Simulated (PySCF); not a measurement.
**Vertical excitation energies**

Compound: C4H3F3N2.
SMILES: `FC(F)(F)c1ccn[nH]1`

Computed, not measured: PySCF 2.14.0, density-fitted response routines, TDDFT wB97X-D/def2-SVPD, vertical, gas phase, core orbitals frozen in the response. Geometry: PBE0-D3(BJ)/def2-SVP; no solvent, vibrations or thermal averaging. Torsions of this conformer, `[F:1][C:2]([F:3])([F:4])[c:5]1[cH:6][cH:7][n:8][nH:9]1`: F1–C2–C5–C6 171°.

Predict the UV-vis stick spectrum at this level.

| state | λ (nm) | E (eV) | f | main configurations (H = HOMO, L = LUMO) |
| --- | --- | --- | --- | --- |
| S1 | 184.3 | 6.73 | 0.065 | H-1→L (74%), H→L+2 (14%), H→L (10%) |
| S2 | 182.1 | 6.81 | 0.0053 | H-2→L (91%) |
| S3 | 178.5 | 6.94 | 0.155 | H→L (82%) |
| S4 | 155.1 | 7.99 | 0.0091 | H→L+1 (88%) |
| S5 | 152.8 | 8.11 | 0.011 | H-1→L+1 (81%), H-1→L+4 (9%) |
| S6 | 147.5 | 8.41 | 0.018 | H-2→L+2 (85%) |

The lowest singlet comes at 184 nm (649 kJ/mol) in the vacuum ultraviolet; it is of moderate strength; its leading configuration is HOMO-1→LUMO (74%). The strongest level in the table is S3 at 6.94 eV (179 nm, f = 0.155). Löwdin shares by element: HOMO carbon 49% or more, nitrogen 36% (atoms not listed hold the other 16%); LUMO nitrogen 39%, carbon 35% or more (atoms not listed hold the other 26%). The listed states span 1.68 eV, and the widest gap between neighbours is 1.05 eV (S3 to S4). Weighted by f, the mean energy of these states is 7.07 eV. Orbital energies (eV): HOMO-3 -13.47, HOMO-2 -10.90, HOMO-1 -10.04, HOMO -9.83, LUMO 1.27, LUMO+1 2.28, LUMO+2 2.76. Singlets were solved by full linear response.
